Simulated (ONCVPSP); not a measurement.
# What one change does to a pseudopotential (Pt (Z = 78), ONCV)

Pt (Z = 78), optimised norm-conserving Vanderbilt (ONCV), made with ONCVPSP 4.0.1 (LDA (Perdew-Zunger), scalar-relativistic). Core [Kr] 4d10 4f14, reference 5s2 5p6 5d7 (charge +3). Waves: 5s: rc 1.50 bohr, ncon 4, nbas 9, qcut 6.4 1/bohr, 2 projectors, debl 0.5 Ha; 5p: rc 1.25 bohr, ncon 4, nbas 7, qcut 7.6 1/bohr, 2 projectors, debl 2.7 Ha; 5d: rc 1.80 bohr, ncon 4, nbas 9, qcut 8.6 1/bohr, 2 projectors, debl 0.5 Ha. Local part: polynomial inside 1.20 bohr (lpopt 5, dvloc0 2 Ha). Core correction: none.

In the s channel the program set the typed energies aside and used -5.051, 0.050 Ha. In the p channel the program set the typed energies aside and used -3.350, 0.250 Ha. In the d channel the program set the typed energies aside and used -1.435, 0.250 Ha.

Change: s: rc 2.22.

Cutoffs: the cutoffs (Ha) at which the residual kinetic energy of the hardest occupied pseudo-wave falls to 1 and 0.1 mHa per electron; they do not see the model core or the augmentation charge, which bear on the density cutoff. Errors are all-electron minus pseudo energies relative to the spin-unpolarised reference configuration.

**Question.** What does the change do?

**Answer.** The potential gets neither clearly harder nor softer (51 Ha and 92 Ha → 51 Ha and 92 Ha); the p channel sets the loose cutoff, while the largest relative change is in s, which becomes softer; of the 4 tests that both files solve, the error grows in 2 and shrinks in 0 by more than 15 % and 0.3 meV (median size 11.9 → 38.7 meV); neither file shows a bound ghost.

```csv
quantity,base,changed
"cutoff, loose",51 Ha,51 Ha
"cutoff, tight",92 Ha,92 Ha
loose cutoff by channel,"s 19 Ha, p 51 Ha, d 21 Ha","s 9.8 Ha, p 51 Ha, d 21 Ha"
bound ghosts,none,none
GHOST(+) flags under 300 eV,s at 169.6 eV,s at 93.5 eV
"error for 5s2 5p6 5d9 6s1, meV [ΔE -62.32 eV]",+16,+69
"error for 5s2 5p6 5d9, meV [ΔE -52.77 eV]",+7.9,+8.7
"error for 5s2 5p6 5d8, meV [ΔE -32.51 eV]",+6.2,+6.5
"error for 5s2 5p6 5d8 6s1, meV [ΔE -50.90 eV]",+16,+78
p: phases at 1.27 bohr within 0.05 rad from the reference energy up to (Ha; the scan ends near 5),to the end of the scan,to the end of the scan
d: phases at 1.83 bohr within 0.05 rad from the reference energy up to (Ha; the scan ends near 5),to the end of the scan,to the end of the scan
```
